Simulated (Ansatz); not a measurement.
Two structures of CH₆InN, closed shell, reached by relaxing down either side of one saddle point (PBE0-D4/def2-TZVP). Energies are electronic, without zero-point energy. Ansatz 0.2.0; basis: def2-TZVPP and def2-QZVPP; cores frozen in the correlated methods. Filled d shells of the heavier atoms are correlated. Core potentials replace the inner electrons of the atoms past krypton. The def2 sets are not built for correlating such inner shells, so the correlated values are less sure here. Extrapolation: Hartree–Fock as exp(−7.88 √X), correlation as X^−2.97. First:

```
atom    x (Å)    y (Å)    z (Å)
 In1  -0.4085  -0.6872  -0.2720
  H2  -1.1342  -2.1824  -0.7034
  N3  -1.1317   0.9034  -1.2735
  H4  -1.8557   0.8566  -1.9707
  C5   1.1324  -0.2409   1.1503
  H6  -0.8173   1.8501  -1.1407
  H7   1.3523   0.8270   1.1497
  H8   0.8190  -0.5367   2.1531
  H9   2.0436  -0.7900   0.9071
```

Second:

```
9
angstrom
In -0.1035 0.8162 -0.0234
H -1.1490 -1.8316 -1.3341
N -1.3971 1.4137 -1.2717
H -1.4423 -1.1816 -1.5701
C 1.2235 -0.2662 1.2104
H -1.4937 2.4306 -1.2742
H 2.2287 0.1478 1.1319
H 0.8936 -0.2217 2.2482
H 1.2396 -1.3071 0.8829
```

(1) Which bonds change from the first to the second?

(2) Give the saddle point's structure and its height above each. (Judge from chemistry; the value comes from the calculation.)

T1 diagnostic: at most 0.025. The restricted Hartree–Fock reference is unstable towards an unrestricted one at one or more of these structures.

## Answers

(1) CH₆InN ([CH3][InH][NH2]) → CH₄InN ([CH3][In][NH]) + H₂; bonds formed: H2–H4; bonds broken: In1–H2, N3–H4.

(2) The calculation gives: 68.97 kcal/mol above the first and 18.59 kcal/mol above the second (CCSD(T) at an estimated basis limit (MP2 extrapolated from triple and quadruple zeta, plus CCSD(T) − MP2 in triple zeta)).
```tsv
atom	x (Å)	y (Å)	z (Å)
In1	-0.1402	0.3244	-0.1108
H2	-1.1738	-1.2307	-1.2843
N3	-1.4498	1.0149	-1.3650
H4	-1.5213	-0.3769	-1.5601
C5	1.3078	-0.3394	1.2838
H6	-1.6895	1.9913	-1.5253
H7	2.2307	0.2289	1.1682
H8	0.9314	-0.2175	2.2994
H9	1.5048	-1.3950	1.0942
```

Labels in which every atom is bracketed show which atoms are joined, not bond orders.

For scale, one of the runs: CCSD(T)/def2-TZVPP, 196 basis functions, launched by `ansatz run in.yaml --threads 4 --pin off --events-out ev --progress --plain --max-ram 9574MiB`. The run took 59 s on 4 CPU threads of an Arm Neoverse V1 (shared host), with 2.6 GiB of host memory at its peak.
